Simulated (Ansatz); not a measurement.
`[BH2][GeH]([CH3])[SiH3]`, relaxed with RKS PBE0-D4/def2-TZVP in Ansatz from a PBE-D4/def2-SVP geometry. The force threshold is 0.005 eV/Å; the program also tests the step.

Charge 0, multiplicity 1.

Start:

```xyz
13

B     0.025   -0.712   -2.010
Ge    0.202   -0.692    0.019
C    -1.477   -0.725    1.068
Si    1.207    1.483    0.372
H    -0.976   -0.269   -2.543
H     0.958   -1.050   -2.712
H     1.220   -1.710    0.611
H    -1.274   -0.519    2.137
H    -2.177    0.040    0.680
H    -1.957   -1.720    0.984
H     1.413    1.694    1.851
H     0.298    2.572   -0.136
H     2.537    1.607   -0.322
```

```tsv
step	energy (eV)	largest force (eV/Å)	largest move (Å)
1	-66243.1258	0.486	0.000
2	-66243.1638	0.158	0.026
3	-66243.1655	0.165	0.033
4	-66243.1675	0.031	0.022
5	-66243.1677	0.011	0.009
6	-66243.1679	0.011	0.051
7	-66243.1680	0.005	0.013
8	-66243.1681	0.004	0.007
```

End:

```xyz
13

B    -0.003   -0.730   -2.008
Ge    0.207   -0.638    0.020
C    -1.465   -0.721    1.048
Si    1.220    1.503    0.402
H    -1.014   -0.369   -2.535
H     0.910   -1.061   -2.703
H     1.206   -1.678    0.572
H    -1.275   -0.540    2.106
H    -2.164    0.031    0.681
H    -1.924   -1.705    0.940
H     1.405    1.716    1.863
H     0.350    2.592   -0.120
H     2.546    1.601   -0.266
```

It took 33 s on 4 threads of an Intel Xeon Platinum 8259CL on a shared host, with 0.61 GiB of host memory at the peak.
